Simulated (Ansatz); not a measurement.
The same path of CH8AlNSi2 (13 atoms, charge 0, multiplicity 1) was run twice with different band settings. The coordinate that changes most is the dihedral H8–Si1–Si2–N3.

Level of theory: Ansatz, RKS CAM-B3LYP/STO-3G.

Relaxed end points:

```xyz
13
Properties=species:S:1:pos:R:3
Si -2.243 0.160 0.176
Si -0.241 1.177 -0.052
N 1.072 0.075 -0.365
C 1.499 -1.093 0.543
Al 2.406 -0.725 -1.022
H -2.303 -0.669 1.351
H -3.299 1.133 0.286
H -2.550 -0.674 -0.956
H -0.293 2.112 -1.149
H 0.016 1.948 1.144
H 0.742 -1.888 0.654
H 1.838 -0.794 1.548
H 3.376 -0.796 -2.143
```

```xyz
13
Properties=species:S:1:pos:R:3
Si -2.235 0.185 0.226
Si -0.208 1.176 0.147
N 1.071 0.109 -0.359
C 1.468 -1.207 0.336
Al 2.378 -0.608 -1.153
H -3.261 1.151 0.519
H -2.578 -0.434 -1.027
H -2.302 -0.831 1.242
H -0.245 2.281 -0.780
H 0.080 1.734 1.450
H 0.689 -1.987 0.320
H 1.822 -1.090 1.374
H 3.340 -0.514 -2.280
```

Common settings: spring 5.0 eV/Å²; optimiser quadratic models (default); start path through a guess of the saddle point; force threshold 0.05 eV/Å; iteration limit 60; end points relaxed.

| run | movable images | climbing image |
| --- | --- | --- |
| 1 | 5 | yes |
| 2 | 6 | no |

(1) What does each run give, and how far can it be trusted?

Answers

(1) Run 1: converged after 24 iterations, highest image 0.021 eV above the first end. A vibrational analysis at the climbing image gives one clearly imaginary mode, 72i cm⁻¹: a first-order saddle point.
Run 2: converged after 16 iterations, highest image 0.022 eV above the first end. No image climbed, so the highest image needn't sit at the top of the path.
Limits of this set-up: minimal basis.
